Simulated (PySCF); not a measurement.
C₃H₄O₂Si, SMILES C(O)(=O)[SiH2]C#C (B3LYP/def2-SVP optimised geometry):

```
10

C      1.969    -0.182     0.000
C      0.751    -0.182     0.000
Si    -1.080    -0.190    -0.003
C     -1.846     1.297     0.965
O     -3.044     1.421     1.062
O     -0.973     2.164     1.509
H      3.044    -0.179     0.002
H     -1.598    -0.092    -1.393
H     -1.596    -1.421     0.650
H     -1.499     2.854     1.959
```

Level of theory: B3LYP/def2-TZVP (PySCF).

### Question
What are the frontier orbital energies and the dipole moment?

### Answer
HOMO-2 -8.57 eV, HOMO-1 -8.23 eV, HOMO -7.67 eV, LUMO -1.21 eV, LUMO+1 -0.73 eV; dipole moment 2.06 D.

Meta-Löwdin charges at B3LYP/def2-TZVP: C1 -0.13, C2 -0.30, Si3 0.63, C4 0.32, O5 -0.44, O6 -0.45, H7 0.18, H8 -0.08, H9 -0.08, H10 0.35.
